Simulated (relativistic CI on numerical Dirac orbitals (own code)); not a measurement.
**V⁺: resonant inelastic scattering at the M2,3 edge**

Computed with this model: Dirac-Coulomb-Breit CI, KLI orbitals optimised for each configuration, QED by a radiative potential, valence Slater integrals scaled by 0.7, Kramers-Heisenberg scattering through one core-hole configuration in a parametric crystal field; configurations [Ar] 3d4 → [Ne] 3s2 3p5 3d5; 300 K; core-hole width 0.48 eV; summed over polarisations. Incident energies are the highest absorption maxima for each field (at most a few, so the weaker spin-orbit partner edge can be absent), on the computed scale of the free ion. Intensities are in per cent of the strongest line above 0.02 eV; levels within 1 cm⁻¹ are merged; final levels count from the ground level, the first row holds all elastic scattering, lines under 0.4 are left out and each table stops after 24 rows. The scale of the Slater integrals is a model choice and moves the terms in proportion.

Field parameters in Wybourne normalisation: Oh B⁴₀ = 21Dq, B⁴₄ = √(5/14) B⁴₀. The field is a parameter set, without covalency.

S is read from ⟨S²⟩ = S(S + 1).

Oh, 10Dq = 2400 cm⁻¹:

```tsv
Final level (eV)	Degeneracy	Irrep	S	42.7 eV	48.3 eV
0.000	1	A1	2.00	331.9	180.7
0.000	3	T1	2.00	13.4	33.5
0.001	2	E	2.00	9.2	34.8
0.001	3	T2	2.00	8.9	21.6
0.002	1	A2	2.00	2.9	18.3
0.292	3	T2	2.00	46.6	100.0
0.292	3	T1	2.00	43.1	90.4
0.292	1	A1	2.00	12.9	26.1
0.303	3	T1	2.00	45.0	90.9
0.303	2	E	2.00	28.6	56.8
0.310	3	T2	2.00	42.2	79.8
2.395	3		1.00	0.0	0.4
3.901	3		1.00	0.0	0.5
```

Oh, 10Dq = 5350 cm⁻¹:

```csv
Final level (eV),Degeneracy,Irrep,S,42.8 eV,48.6 eV
0.000,1,A1,2.00,201.2,90.6
0.000,3,T1,2.00,8.6,16.2
0.001,2,E,2.00,9.4,16.7
0.001,3,T2,2.00,11.4,10.9
0.001,1,A2,2.00,4.7,8.6
0.657,7,,2.00,40.2,100.0
0.668,5,E+T1,2.00,27.6,81.5
0.675,3,T2,2.00,15.5,50.6
```

For the first field the strongest loss at the lowest incident energy is the level at 0.29 eV (S = 2.00, against 2.00 in the thermal ground state).
